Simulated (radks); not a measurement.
Values are calculated unless marked as measured or tabulated.
Q: The mean radii <r> (bohr) of the occupied orbitals of an atom or ion are listed with their occupations. Level of theory: Dirac Kohn-Sham, LB94 model potential, spin-unpolarised, spherical densities, finite nucleus; Fermi nuclear charge, rms radius of each element as measured or else 0.836 A^(1/3) + 0.57 fm (a radial shooting solver on a logarithmic mesh with Libxc functionals).

| orbital | occ. | <r> |
|---|---|---|
| 1s1/2 | 2 | 0.02148 |
| 2s1/2 | 2 | 0.09080 |
| 2p1/2 | 2 | 0.07570 |
| 2p3/2 | 4 | 0.08266 |
| 3s1/2 | 2 | 0.2385 |
| 3p1/2 | 2 | 0.2281 |
| 3p3/2 | 4 | 0.2411 |
| 3d3/2 | 4 | 0.2134 |
| 3d5/2 | 6 | 0.2175 |
| 4s1/2 | 2 | 0.5345 |
| 4p1/2 | 2 | 0.5430 |
| 4p3/2 | 4 | 0.5711 |
| 4d3/2 | 4 | 0.5925 |
| 4d5/2 | 6 | 0.6015 |
| 5s1/2 | 2 | 1.095 |
| 4f5/2 | 4 | 0.6464 |

Name the element and its charge. Open shells, if any, fill j = l - 1/2 first.

A: Z = 65, terbium, charge +13: Tb13+ in [Kr] 4d10 4f4 5s2. The 1s radius gives Z: for a bare nucleus <r> = (2 gamma + 1)/(2Z) with gamma = sqrt(1 - (Z/c)^2), 0.02124 bohr for Z = 65, and screening makes it slightly larger (0.02148 here). The occupations add up to 52, and the charge is Z minus that.
